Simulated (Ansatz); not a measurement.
`BS[SiH](C)Cl` → `BSC` + `[SiH]Cl` at 500 K and 1 bar (silylene formation by 1,1-elimination).

Gas-phase electronic energies from Ansatz, PBE0-D4/def2-TZVP geometries. CCSD(T)/CBS adds triple-zeta CCSD(T) − MP2 to the extrapolated MP2 energy (def2 sets, frozen cores). This one scheme is used for every species. One conformer a species, not always the lowest.

```tsv
species	CCSD(T)/CBS energy (Eh)	H − E (kJ/mol)	S (J/(mol·K))
`BS[SiH](C)Cl`	-1213.19788	238.1	443.7
`BSC`	-463.64092	189.0	330.9
`[SiH]Cl`	-749.43948	39.6	274.0
```

H − E and S are ideal-gas, rigid-rotor, harmonic terms from PBE0-D4/def2-TZVP, for one conformer and one mirror image of each species. 1 Eh = 2625.50 kJ/mol, R = 8.31446 J/(mol·K).

Question: By hand: ΔE, ΔH, ΔS and ΔG.

Answer: ΔE = (-463.64092) + (-749.43948) − (-1213.19788) = 0.11748 Eh = 308.4 kJ/mol. Δ(H − E) = 189.0 + 39.6 − 238.1 = -9.5, so ΔH = 298.9 kJ/mol. ΔS = 330.9 + 274.0 − 443.7 = 161.2 J/(mol·K). ΔG = 298.9 − 500 × (161.2)/1000 = 218.3 kJ/mol.

Question: By hand: the equilibrium constant, and the temperature at which ΔG would vanish if ΔH and ΔS stayed fixed.

Answer: log₁₀ K = −ΔG/(RT ln 10) = -22.8. ΔG = 0 at ΔH/ΔS = 1854 K.

The number of gas molecules changes by +1, which sets the sign of ΔS. A doubt of 5 kJ/mol in ΔE shifts log₁₀ K by 0.5 here. Other conformers and mirror images would add mixing entropy, several J/(mol·K) or more a flexible species. Modes under 60 cm⁻¹, often nearly free rotors, make the harmonic entropy too high. These are equilibria of isolated gas molecules and say nothing of rates. Largest T1 diagnostic: 0.014 (customary marks: 0.02 for closed shells, 0.045 for open ones).
